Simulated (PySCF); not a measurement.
# Hf2S: script and output

Input:

```python
from pyscf import gto, scf, mp

mol = gto.M(
    atom='S 0 0 0; Hf 0 0 2.4604; Hf 0 0 -2.4604',
    basis='def2-svp',
    ecp={'Hf': 'def2-svp'},
    charge=0,
    spin=0,
    verbose=4,
)
mf = scf.RHF(mol)
mf.kernel()
mp.MP2(mf, frozen=5).kernel()
mf.dip_moment()
print('orbital energies (hartree):', mf.mo_energy[..., max(0, mol.nelec[1]-3):mol.nelec[0]+3].round(4))
```

```bash
$ OMP_NUM_THREADS=1 python input.py
```

Output:

```
PySCF version 2.14.0

[INPUT] verbose = 4
[INPUT] num. atoms = 3
[INPUT] num. electrons = 40
[INPUT] charge = 0
[INPUT] spin (= nelec alpha-beta = 2S) = 0
[INPUT] symmetry False subgroup None
[INPUT] Mole.unit = angstrom
[INPUT] Symbol           X                Y                Z      unit          X                Y                Z       unit  Magmom
[INPUT]  1 S      0.000000000000   0.000000000000   0.000000000000 AA    0.000000000000   0.000000000000   0.000000000000 Bohr   0.0
[INPUT]  2 Hf     0.000000000000   0.000000000000   2.460400000000 AA    0.000000000000   0.000000000000   4.649482156880 Bohr   0.0
[INPUT]  3 Hf     0.000000000000   0.000000000000  -2.460400000000 AA    0.000000000000   0.000000000000  -4.649482156880 Bohr   0.0

nuclear repulsion = 98.0754382131036
number of shells = 32
number of NR pGTOs = 150
number of NR cGTOs = 82
basis = def2-svp
ecp = {'Hf': 'def2-svp'}

******** <class 'pyscf.scf.hf.RHF'> ********
method = RHF
initial guess = minao
damping factor = 0
level_shift factor = 0
DIIS = <class 'pyscf.scf.diis.CDIIS'>
diis_start_cycle = 1
diis_space = 8
diis_damp = 0
SCF conv_tol = 1e-09
SCF conv_tol_grad = None
SCF max_cycles = 50
direct_scf = True
direct_scf_tol = 1e-13
Set gradient conv threshold to 3.16228e-05
Initial guess from minao.
init E= -466.665198170877

WARN: HOMO -0.288655644088843 == LUMO -0.288655644088815

cycle= 1 E= -492.017768502768  delta_E= -25.4  |g|= 0.782  |ddm|= 9.79
  HOMO = -0.0996565955953344  LUMO = 0.0253331913166836  gap/eV = 3.40115
cycle= 2 E= -492.101304240657  delta_E= -0.0835  |g|= 0.342  |ddm|= 1.64
  HOMO = -0.154319418235032  LUMO = 0.00312055402407904  gap/eV = 4.28416
cycle= 3 E= -492.135374277919  delta_E= -0.0341  |g|= 0.105  |ddm|= 0.578
  HOMO = -0.165845379380128  LUMO = -0.00370402081591193  gap/eV = 4.41209
cycle= 4 E= -492.140574859205  delta_E= -0.0052  |g|= 0.0257  |ddm|= 0.203
  HOMO = -0.166854937748969  LUMO = -0.00263764946977861  gap/eV = 4.46858
cycle= 5 E= -492.141501976874  delta_E= -0.000927  |g|= 0.0129  |ddm|= 0.112
  HOMO = -0.171192082040913  LUMO = -0.00368773154670315  gap/eV = 4.55803
cycle= 6 E= -492.1419531439  delta_E= -0.000451  |g|= 0.00551  |ddm|= 0.0996
  HOMO = -0.171268797479052  LUMO = -0.00321443330383998  gap/eV = 4.57299
cycle= 7 E= -492.142029739571  delta_E= -7.66e-05  |g|= 0.00217  |ddm|= 0.0393
  HOMO = -0.17118443933656  LUMO = -0.00289866749181751  gap/eV = 4.57929
cycle= 8 E= -492.142046060535  delta_E= -1.63e-05  |g|= 0.000769  |ddm|= 0.0216
  HOMO = -0.171299022211416  LUMO = -0.00293921529200592  gap/eV = 4.58130
cycle= 9 E= -492.14204773591  delta_E= -1.68e-06  |g|= 0.000223  |ddm|= 0.0069
  HOMO = -0.17129013474288  LUMO = -0.00293956054812773  gap/eV = 4.58105
cycle= 10 E= -492.142047871395  delta_E= -1.35e-07  |g|= 6.44e-05  |ddm|= 0.00189
  HOMO = -0.171298360865478  LUMO = -0.0029426034355309  gap/eV = 4.58119
cycle= 11 E= -492.142047881174  delta_E= -9.78e-09  |g|= 2.47e-05  |ddm|= 0.000554
  HOMO = -0.171304081877976  LUMO = -0.00294517121470951  gap/eV = 4.58128
cycle= 12 E= -492.142047882554  delta_E= -1.38e-09  |g|= 1.31e-05  |ddm|= 0.000175
  HOMO = -0.171306046087637  LUMO = -0.00294552814981693  gap/eV = 4.58132
cycle= 13 E= -492.142047883033  delta_E= -4.78e-10  |g|= 5.93e-06  |ddm|= 0.000121
  HOMO = -0.171307504462838  LUMO = -0.00294595558706539  gap/eV = 4.58135
Extra cycle  E= -492.142047883087  delta_E= -5.38e-11  |g|= 3.63e-06  |ddm|= 2.27e-05
converged SCF energy = -492.142047883087

******** <class 'pyscf.mp.mp2.RMP2'> ********
nocc = 15, nmo = 77
frozen orbitals 5
E(RMP2) = -492.703076558076  E_corr = -0.561028674989731
E(SCS-RMP2) = -492.670973561388  E_corr = -0.528925678301807
E_corr(same-spin) = -0.166510075022158
E_corr(oppo-spin) = -0.394518599967573
Dipole moment(X, Y, Z, Debye):  0.00000,  0.00000, -0.00000
orbital energies (hartree): [-0.25   -0.2383 -0.1713 -0.0029  0.0296  0.0321]
```

In short: E(SCF) = -492.142048 Eh, 13 cycles, E(MP2) − E(SCF) = -0.56103 Eh, μ(SCF) = 0.00 D.

Hardware: Arm Neoverse N1, 1 thread, shared host. Wall time 3.3 s.

No search for the lowest solution was made, and open d or f shells often end in a higher one.
